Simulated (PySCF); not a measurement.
# Bond curve of TlN

Set-up: basis Tl aug-cc-pVDZ-PP with ECP60, N aug-cc-pVDZ; scalar-relativistic core potentials; PySCF 2.14. Energies in eV from Tl + N in their ground configurations at the same level. State: ³Σ⁻ (triplet), unpaired electrons π ↑↑.

All columns are PBE0. A positive dipole means Tl(−)N(+).

```
R (Å)  E (eV)  μ (D)  Mulliken charge on Tl (basis-dependent)  HOMO (eV)  LUMO (eV)  Mayer bond order  ⟨S²⟩
2.006  -1.009  -1.57                                     0.55      -5.50      -3.03              0.60  2.01
2.099  -1.370  -2.10                                     0.54      -5.47      -2.78              0.63  2.01
2.192  -1.566  -2.60                                     0.52      -5.39      -2.59              0.66  2.01
2.262  -1.635  -2.96                                     0.51      -5.31      -2.47              0.68  2.01
2.332  -1.654  -3.31                                     0.51      -5.22      -2.38              0.70  2.02
2.402  -1.635  -3.63                                     0.50      -5.12      -2.31              0.71  2.02
2.495  -1.568  -4.03                                     0.49      -4.98      -2.25              0.73  2.03
2.612  -1.441  -4.45                                     0.48      -4.79      -2.21              0.73  2.05
2.752  -1.259  -4.80                                     0.46      -4.56      -2.21              0.72  2.09
2.938  -1.015  -4.93                                     0.42      -4.31      -2.23              0.68  2.21
```

A fit through these points gives, at Re = 2.329 Å, μ = -3.29 D and dμ/dR = -4.79 D/Å; the reduced mass is 13.11 u.

Question: How strong is the fundamental in the double-harmonic approximation, I = 42.26·(dμ/dR)²/μred km/mol?

Answer: I = 42.26·(-4.79)²/13.11 = 74.0 km/mol at PBE0.

⟨S²⟩ of the unrestricted solution departs from its pure value on part of the curve, where spin states mix. These are scalar-relativistic numbers at best; spin–orbit coupling would shift them, the dissociation energy most. The state was picked by a PBE0 search and need not be the measured ground state.
